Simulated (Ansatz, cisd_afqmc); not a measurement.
System: KI, charge 0, singlet. KI (SMILES [K][I]).
B3LYP-D3(BJ)/def2-TZVP minimum from Ansatz (a first-principles code):
```
K
I 1 3.0921
```

Total energies in def2-TZVPP, 8 correlated electrons, 18 frozen orbitals. Open shells are spin-unrestricted; no spin-orbit coupling. Correlated methods leave the cores frozen (noble-gas shells, and filled d and f shells in the p block). Past Kr the def2 sets carry scalar-relativistic core potentials. AFQMC/CISD: phaseless, guided by CISD from CCSD amplitudes; bars are statistical, one sigma. Outlying blocks are dropped, and bars are widened where a walk drifts. Over all cases where full CI ran beside it in this data, AFQMC minus full CI had a median of +0.1 mEh and passed +0.4 mEh in a tenth of the cases. Spin-orbit terms, left out, reach several kcal/mol for Br and I, and more for heavier atoms.

```json
[
 {"method": "HF", "program": "Ansatz", "energy (Eh)": "-895.90854", "minus CCSDT(Q) (mEh)": "164.78"},
 {"method": "MP2", "program": "Ansatz", "energy (Eh)": "-896.05219", "minus CCSDT(Q) (mEh)": "21.12"},
 {"method": "CCSD", "program": "Ansatz", "energy (Eh)": "-896.06690", "minus CCSDT(Q) (mEh)": "6.42"},
 {"method": "CCSD(T)", "program": "Ansatz", "energy (Eh)": "-896.07268", "minus CCSDT(Q) (mEh)": "0.63"},
 {"method": "CCSDT(Q)", "program": "Ansatz", "energy (Eh)": "-896.07331", "minus CCSDT(Q) (mEh)": "0.00"},
 {"method": "AFQMC/CISD", "program": "cisd_afqmc", "energy (Eh)": "-896.0731 ± 0.0002", "minus CCSDT(Q) (mEh)": "0.2 ± 0.2"}
]
```
